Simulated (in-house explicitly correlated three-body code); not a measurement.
Computed with an exponentially correlated three-body code. Model: two electrons around a point charge, non-relativistic, variational in 260 exponentially correlated functions (energies converged to about 1e-7 hartree, or 1e-8 relative for large Z).

Command:
```bash
python run_hyl.py task.json out
```
Settings (lengths in bohr, energies in hartree):
```
Z                      5
screening              2
interaction_strength   1
functions              260
states_tried           1
```

Cost of the run: 4.8 s on 1 thread of Intel(R) Xeon(R) 6975P-C (Granite Rapids) (shared host).

**Ground state only, binding against the one-electron ion.**

Given: nuclear charge 5; Yukawa screening of all interactions 2 1/bohr.

Computed: one-electron threshold -4.95940208 hartree.

```
term  energy (hartree)  binding (eV)
1 1S        -8.5507863        97.727
```

**Converged states only, values per electron or pair (inverse distances are <exp(-kr)/r>).**

```
term  mean r (bohr)  mean r squared (bohr²)  mean inverse r (1/bohr)  mean r12 (bohr)  mean inverse r12 (1/bohr)  mean cosine  mean p1 dot p2 (bohr⁻²)  delta r1 (bohr⁻³)  delta r12 (bohr⁻³)
1 1S        0.37013                 0.19065                   2.8014          0.55266                     1.2457    -0.022498                  0.37973             28.699              2.4464
```
